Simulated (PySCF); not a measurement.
Species: C7H8NO (doublet state).
Z-matrix (Å and degrees, GFN2-xTB geometry), rows numbered from 1:
```
C 
N   1  1.4018
C   2  1.3955  1  119.97
C   3  1.3573  2  121.45  1    -6.64
C   4  1.4051  3  118.86  2     2.47
C   1  1.3515  2  118.56  3     6.47
C   6  1.4971  1  130.78  2   179.11
O   7  1.4199  6  106.09  1  -173.83
C   8  1.4242  7  110.65  6   -12.31
H   1  1.0762  2  116.51  3  -175.36
H   2  1.0070  1  117.94  3   157.12
H   3  1.0769  2  115.32  1   175.19
H   4  1.0783  3  120.24  2  -178.10
H   7  1.1014  6  111.00  1    66.75
H   7  1.0955  6  113.00  1   -55.21
H   9  1.0981  5  113.49  4    57.77
H   9  1.1042  5  112.02  4   -64.67
```

Identity: `[CH]1NC=CC2=C1COC2` [radical].

Computed, not measured: UKS B3LYP, pcH-1 on C H N O, non-relativistic, mean-field spin-orbit, GIAO (PySCF). The structure is a single GFN2-xTB conformer in the gas phase; no vibrational or solvent corrections. The geometry wasn't refined by DFT: couplings that depend on bond lengths, twists or pyramidal angles can differ widely from those at the functional's own minimum. No stability test was run, so a lower SCF solution isn't excluded.

Task: Break the g tensor into its mass correction, gauge correction and orbital-Zeeman/spin–orbit terms.

Result: 
| Δg (ppm) | 1 | 2 | 3 |
| --- | --- | --- | --- |
| relativistic mass correction | -183 | -183 | -183 |
| gauge correction | -10 | 31 | 35 |
| orbital Zeeman/spin–orbit | -2 | 716 | 1369 |
| total | -195 | 564 | 1221 |

So g = 2.00212, 2.00288, 2.00354 and g_iso = 2.00285; the tensor is rhombic: the two nearest values differ by 46 % of g3 − g1. Axes: g3 points within 6° of the C3–C4 bond.

Task: At 9.742 GHz, how far is the centre of the isotropic spectrum from where a free electron (g = 2.002319) resonates?

Result: B = hν/(g μB) with μB/h = 13.99624 MHz/mT gives 347.62 mT for the free electron and 347.53 mT at g_iso, 0.09 mT lower.

Task: What effective moment and Curie constant follow for a powder?

Result: With the mean of g² = 4.0114 and S(S+1) = 0.75: μ_eff = √(⟨g²⟩S(S+1)) = 1.735 μB and χT = 0.12505·⟨g²⟩·S(S+1) = 0.376 cm³ K/mol (cgs; spin-Hamiltonian part alone).

Task: In a frozen sample, at which fields do the three g values resonate at 9.5, 34, 94 and 263 GHz (hyperfine left aside), and which band first spreads them over more than twice a line width of 0.5 mT?

Result: 
| band | GHz | B(g3) mT | B(g2) mT | B(g1) mT | spread mT |
| --- | --- | --- | --- | --- | --- |
| X | 9.5 | 338.78 | 338.89 | 339.02 | 0.24 |
| Q | 34.0 | 1212.47 | 1212.86 | 1213.32 | 0.86 |
| W | 94.0 | 3352.11 | 3353.21 | 3354.48 | 2.37 |
| J | 263.0 | 9378.78 | 9381.85 | 9385.41 | 6.63 |

The spread grows in proportion to the frequency. W band is the first where it exceeds 1.0 mT.

The Mulliken spin populations are largest on C5 (+0.49), C1 (+0.33), C3 (+0.24) and N2 (+0.22). Four atoms exceed +0.15. The positive populations add up to 1.33 and the negative ones to -0.33, together 2S = 1.

The HOMO–LUMO gaps are 2.88 eV among the α and 5.56 eV among the β orbitals.

The run took 89 s (with the writing of density and orbital grids) on an Arm Neoverse V1 with one thread (shared host), and the process peaked at 1.0 GiB of memory.

The SMILES draws the unpaired electron on C1; the largest computed Mulliken spin population is on C5 (0.49 against 0.33).
